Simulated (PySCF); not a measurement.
Fractional electron number in Ge²⁺ (germanium, charge +2)

The 4s beta orbital of [Ar] 3d10 4s2 is emptied in steps (occupation f), with all orbitals relaxed, ending at [Ar] 3d10 4s1. Computed with PySCF 2.14 in aug-cc-pVTZ-PP with ECP10MDF (6s5p4d2f, 55 functions), with a scalar-relativistic core potential. The exact energy is a straight line in f; departures are measured from the line between the end points of the same method.

| f | UHF (eV) | LDA (eV) | PBE (eV) | PBE0 (eV) | r2SCAN (eV) | LC-wPBE (eV) | BHandHLYP (eV) | wB97X (eV) | B3LYP (eV) | MN15 (eV) |
| --- | --- | --- | --- | --- | --- | --- | --- | --- | --- | --- |
| 1 | 0.000 | 0.000 | 0.000 | 0.000 | 0.000 | 0.000 | 0.000 | 0.000 | 0.000 | 0.000 |
| 0.75 | 0.046 | -0.972 | -0.971 | -0.707 | -0.833 | -0.147 | -0.492 | -0.231 | -0.788 | -0.500 |
| 0.5 | 0.060 | -1.293 | -1.300 | -0.944 | -1.093 | -0.200 | -0.665 | -0.279 | -1.057 | -0.615 |
| 0.25 | 0.044 | -0.966 | -0.978 | -0.708 | -0.811 | -0.162 | -0.509 | -0.169 | -0.799 | -0.391 |
| 0 | 0.000 | 0.000 | 0.000 | 0.000 | 0.000 | 0.000 | 0.000 | 0.000 | 0.000 | 0.000 |

```tsv
method	E(f=0) − E(f=1) (eV)	−ε at f=1 (eV)	−ε at f=0.5 (eV)
UHF	32.193	32.445	32.187
LDA	34.765	29.576	34.781
PBE	34.301	29.142	34.280
PBE0	33.959	30.196	33.952
r2SCAN	34.026	29.517	34.090
LC-wPBE	33.931	33.138	33.887
BHandHLYP	33.920	31.317	33.877
wB97X	34.173	32.876	34.328
B3LYP	34.431	30.243	34.405
MN15	33.458	30.678	33.735
```

Orbital energy along the path (eV):

```tsv
f	UHF	LDA	PBE	PBE0	r2SCAN	LC-wPBE	BHandHLYP	wB97X	B3LYP	MN15
1	-32.445	-29.576	-29.142	-30.196	-29.517	-33.138	-31.317	-32.876	-30.243	-30.678
0.75	-32.310	-32.178	-31.698	-32.070	-31.857	-33.538	-32.587	-33.619	-32.316	-32.236
0.5	-32.187	-34.781	-34.280	-33.952	-34.090	-33.887	-33.877	-34.328	-34.405	-33.735
0.25	-32.073	-37.360	-36.904	-35.854	-36.212	-34.311	-35.222	-34.850	-36.529	-34.862
0	-31.966	-39.886	-39.454	-37.660	-38.280	-34.836	-36.736	-34.184	-38.744	-34.963
```

As f goes to zero the orbital energy of a semilocal functional can turn back, because the density of that orbital vanishes from the exchange-correlation potential.

Reference removal energy between the ground levels: 34.058 eV (measured; NIST Atomic Spectra Database, ionization energies). UHF lacks correlation.
